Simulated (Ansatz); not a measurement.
Cartesian coordinates in Å:
```
O -1.616 -0.540 0.136
C -0.298 -0.353 -0.157
Al 0.950 0.668 0.993
S 0.014 1.289 -1.187
S 0.412 -1.570 -1.282
H -2.067 -0.927 -0.628
H 2.478 0.273 0.920
H 0.292 1.629 2.067
H -0.932 1.984 -0.528
H 0.767 -2.453 -0.332
```

The species carries charge 0 and has multiplicity 1. The bonds changed during the relaxation, so this is another structure than the one it started from.

Q: List the PBE0/def2-TZVPP orbital energies in eV (Ansatz 0.2.0). (Estimate.)

A: Ansatz gave: Occupied: -2423.40, -2422.92, -1527.40, -523.83, -281.31, -218.72, -218.25, -162.55, -162.47, -162.38, -162.10, -162.01, -161.87, -113.29, -73.38, -73.24, -73.20, -30.11, -22.60, -20.87, -17.71, -15.00, -13.37, -12.27, -11.95, -11.18, -10.55, -9.30, -8.45, -8.30, -7.81, -7.15. Lowest empty: -0.80, -0.39, 0.17, 0.52, 1.07, 1.40, 1.61, 1.99.
